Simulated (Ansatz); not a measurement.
## Ligand exchange: C2H4ClI + HF → C2H4FI + HCl

Species: C2H4ClI `CC(Cl)I`, singlet; HF (hydrogen fluoride), singlet; C2H4FI `CC(F)I`, singlet; HCl (hydrogen chloride), singlet. The partners trade Cl for F: C–Cl and H–F bonds give way to C–F and H–Cl.

Shapes, held fixed at every level: PBE0-D4/def2-TZVP. Programs: Ansatz 0.2.0. The zero-point and thermal change to 298 K, harmonic and unscaled (PBE0-D4/def2-TZVP), is -3.9 kJ/mol.

(1) Estimate ΔH(298 K) of this reaction.

Results:

(1) The highest level, CCSD(T)/def2-TZVPP, gives ΔH(298 K) = +6.1 kJ/mol; the levels span -12.2 to +6.1. They disagree on the sign: 4 of 8 are positive. The column of differences is taken from that level and isn't an error. No measured value is set beside it here. For atoms past krypton def2 sets carry core potentials with scalar relativity. Correlated rows may include outer-core shells of I, which these sets cover unevenly. Times are processor times on shared x86 and Arm servers, and rough.

| level | kind | ΔH(298 K) (kJ/mol) | less CCSD(T)/def2-TZVPP | CPU time (sum over the molecules) |
| --- | --- | --- | --- | --- |
| SPW92/def2-TZVPP | LDA | -2.7 | -8.8 | 7.7 s |
| PBE0-D4/def2-TZVPP | global hybrid | +3.4 | -2.7 | 17 s |
| r2SCAN0-D4/def2-TZVPP | global hybrid | -0.8 | -6.9 | 32 s |
| wB97X-V/def2-TZVPP | range-separated hybrid | -3.0 | -9.1 | 48 s |
| B2PLYP/def2-TZVPP | double hybrid | +0.3 | -5.8 | 33 s |
| CCSD/def2-SVP | coupled cluster or CI | -12.2 | -18.3 | – |
| CCSD/def2-TZVPP | coupled cluster or CI | +3.0 | -3.1 | – |
| CCSD(T)/def2-TZVPP | coupled cluster or CI | +6.1 | 0.0 | 13 min |
